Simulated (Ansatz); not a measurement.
# Redistribution: C2H6Si + C2H8OSi2 → C2H8Si2 + C2H6OSi

Species: C2H6Si (vinylsilane) `C=C[SiH3]`, singlet; C2H8OSi2 `O[SiH2]/C=C/[SiH3]`, singlet; C2H8Si2 `[SiH3]/C=C/[SiH3]`, singlet; C2H6OSi `C=C[SiH2]O`, singlet. The partners trade H for SiH3; both sit on C, so the bond types are kept.

Shapes, held fixed at every level: PBE0-D4/def2-TZVP. Flexible molecules stand in one conformer, not always the lowest. Programs: Ansatz 0.2.0. The zero-point and thermal change to 298 K, harmonic and unscaled (PBE0-D4/def2-TZVP), is 0.0 kJ/mol.

```
                level                   kind  ΔH(298 K) (kJ/mol)  less CCSD(T)/CBS estimate
          HF/def2-SVP           Hartree–Fock                +0.5                       +0.1
        HF/def2-TZVPP           Hartree–Fock                +0.2                       -0.2
  B3LYP-D4/def2-TZVPP          global hybrid                +0.4                        0.0
   PBE0-D4/def2-TZVPP          global hybrid                +0.5                       +0.1
r2SCAN0-D4/def2-TZVPP          global hybrid                +0.6                       +0.2
    B2PLYP/def2-TZVPP          double hybrid                +0.4                        0.0
        CCSD/def2-SVP  coupled cluster or CI                +0.7                       +0.3
 CCSD(T)/CBS estimate  coupled cluster or CI                +0.4                        0.0
```

The highest level, CCSD(T)/CBS estimate, gives ΔH(298 K) = +0.4 kJ/mol; the levels span +0.2 to +0.7. That is about zero within the method's error. The column of differences is taken from that level and isn't an error. No measured value is set beside it here. The CBS estimate extrapolates MP2 from def2-TZVPP and def2-QZVPP and adds CCSD(T) − MP2 in the triple-zeta set, cores frozen.
